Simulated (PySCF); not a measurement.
A calculated (PBE0, PySCF 2.14, x2c-TZVPPall, scalar relativity by spin-free X2C-1e) atom or ion has these occupied shells.

| shell | electrons | orbital energy (eV) | rms radius, mean of both spins (bohr) |
| --- | --- | --- | --- |
| 1s | 2 | -37290.0 | 0.0292 |
| 2s | 2 | -5921.7 | 0.119 |
| 2p | 6 | -5313.9 | 0.106 |
| 3s | 2 | -1262.0 | 0.312 |
| 3p | 6 | -1065.4 | 0.311 |
| 3d | 10 | -777.20 | 0.289 |
| 4s | 2 | -252.78 | 0.716 |
| 4p | 6 | -188.51 | 0.762 |
| 4d | 10 | -93.780 | 0.863 |
| 5s | 2 | -36.396 | 1.74 |
| 5p | 6 | -20.427 | 2.04 |
| 6s | 2 | -3.694 | 5.14 |

(1) Name the element and its charge.

Results:

(1) Ba (barium, neutral), in [Xe] 6s2, closed-shell 1S.
